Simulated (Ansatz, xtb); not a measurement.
## Two isomers of C5H6F4

Structure I: `FC(F)(F)[C@H]1C[C@H](F)C1`, a singlet. Structure II: `F[C@@H]1CC[C@H]1C(F)(F)F`, a singlet. Both are isolated molecules in the gas phase, relaxed with B3LYP/def2-SVP.

Estimate which is lower in electronic energy at CCSD(T)/def2-SVP + ΔMP2/def2-TZVPP, and by roughly how much.

CCSD(T)/def2-SVP + ΔMP2/def2-TZVPP gives E(II) − E(I) = +0.014 eV, slightly favouring structure I, which is too small a margin to settle the true order.

Level by level:

```
                             level        geometry  E(II) − E(I) (eV)  departure from the last row (eV)  job, with rough time for the two
                          GFN2-xTB        GFN2-xTB              +0.036                            +0.022              optimisation, 0.88 s
                         HF/STO-3G        GFN2-xTB              −0.005                            −0.018               single point, 2.6 s
                r2SCAN-D4/def2-SVP        GFN2-xTB              +0.036                            +0.023                single point, 14 s
                    B3LYP/def2-SVP  B3LYP/def2-SVP              +0.003                            −0.011             optimisation, 3.7 min
                       HF/def2-SVP  B3LYP/def2-SVP              +0.010                            −0.003           part of the CCSD(T) run
                      MP2/def2-SVP  B3LYP/def2-SVP              +0.004                            −0.010           part of the CCSD(T) run
                  CCSD(T)/def2-SVP  B3LYP/def2-SVP              +0.006                            −0.008                      single point
CCSD(T)/def2-SVP + ΔMP2/def2-TZVPP  B3LYP/def2-SVP              +0.014                                               single point, 8.1 min
```

As drawn, both hold the same kinds of bond in the same numbers.

The largest departure from CCSD(T)/def2-SVP + ΔMP2/def2-TZVPP is that of r2SCAN-D4/def2-SVP, 0.023 eV. The last row adds to CCSD(T) the change of the MP2 difference between the two basis sets, here +0.008 eV.

With thermal terms from frequencies at re-optimised GFN2-xTB minima (ideal gas, soft modes damped towards free rotors, one conformer each, 298.15 K, 1 atm): on the last row, ΔE + ΔZPE = +0.015, ΔH = +0.017, ΔG = +0.012 eV.

The correlated steps freeze 9 core orbitals. Codes used: Ansatz 0.2.0, xtb 6.7.1; the last row on 2 threads of Intel(R) Xeon(R) Processor @ 2.50GHz (Skylake/Cascade Lake) on a shared host.
